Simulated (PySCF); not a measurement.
Compound: C5H6F2.
SMILES with atom numbers: `[F:1][CH2:2][C@H:3]([F:4])[CH:5]1[CH:6]=[CH:7]1` (hydrogens: H8, H9 on C2; H10 on C3; H11 on C5; H12 on C6; H13 on C7)

Method used: PySCF, PBE0-D3(BJ)/def2-SVP geometry optimisation, gas phase.

Problem. What internal coordinates does the optimisation give?

Solution. 
```csv
bond,length (Å),order
F1–C2,1.371,single
C2–C3,1.517,single
C3–F4,1.381,single
C3–C5,1.506,single
C5–C6,1.499,single
C6=C7,1.297,double
C5–C7,1.498,single
C2–H8,1.103,single
C2–H9,1.104,single
C3–H10,1.105,single
C5–H11,1.105,single
C6–H12,1.087,single
C7–H13,1.086,single
```

Orders are formal, as drawn. A selection of angles:
```csv
angle,degrees
F1–C2–C3,109.4
F1–C2–H8,109.5
F1–C2–H9,109.3
C3–C2–H8,110.1
C3–C2–H9,110.0
H8–C2–H9,108.6
C2–C3–F4,106.5
C2–C3–C5,112.7
C2–C3–H10,109.0
F4–C3–C5,110.2
F4–C3–H10,108.6
C5–C3–H10,109.7
C3–C5–C6,122.1
C3–C5–C7,120.6
C3–C5–H11,111.6
C6–C5–C7,51.3
C6–C5–H11,119.6
C7–C5–H11,119.3
C5–C6–C7,64.3
C5–C6–H12,145.2
C7–C6–H12,150.5
C6–C7–H13,151.2
C5–C7–C6,64.4
C5–C7–H13,144.4
```

Torsions: F1–C2–C3–F4 -175° (antiperiplanar); C2–C3–C5–C6 -142° (anticlinal); C3–C5–C6–C7 105° (anticlinal); C3–C5–C7–C6 -109° (anticlinal).

Of the pairs four or more bonds apart, F1···C7 is among the closest relative to their van der Waals radii: 3.11 Å, 98 % of the sum of Bondi's values. The 5 C–C bonds span 1.297 Å (C6=C7, drawn double) to 1.517 Å (C2–C3, drawn single), a spread of 0.220 Å. The 3-membered ring C5–C6–C7 has internal angles of 51.3° to 64.4°.

Point group: C1 (no symmetry element, even within 0.4 Å). Not checked by PBE0-D3(BJ)/def2-SVP frequencies. The numbers are those of one conformer.
